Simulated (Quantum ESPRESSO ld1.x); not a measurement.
The numbers below are computed, except where a source is named.
Problem. The aim is the gallium ion Ga+ in [Ar] 3d10 4s2. This ld1.x (Quantum ESPRESSO 7.5) run was made with `OMP_NUM_THREADS=1 ld1.x < ld1.in > ld1.out`. Can the result be used? Name any fault.

```
 &input
    zed=31.0,
    iswitch=1,
    rel=0,
    lsd=1,
    dft='PW',
    config='[Ar] 3d10 4s2 5s4',
    prefix='ld1',
    max_out_wfc=37,
    file_charge='ld1.rho',
 /
```

Output (excerpt):

```
     Program LD1 v.7.5 starts

 %%%%%%%%%%%%%%%%%%%%%%%%%%%%%%%%%%%%%%%%%%%%%%%%%%%%%%%%%%%%%%%%%%%%%%%%%%%%%%
     Error in routine el_config (8):
     wrong occupancy:4
 %%%%%%%%%%%%%%%%%%%%%%%%%%%%%%%%%%%%%%%%%%%%%%%%%%%%%%%%%%%%%%%%%%%%%%%%%%%%%%

     stopping ...
```

Solution. No (refused). The line at issue: config='[Ar] 3d10 4s2 5s4'. The program stops in el_config with "wrong occupancy:4": an s shell holds at most 2 electrons. The sound input gives -1921.6164 hartree.
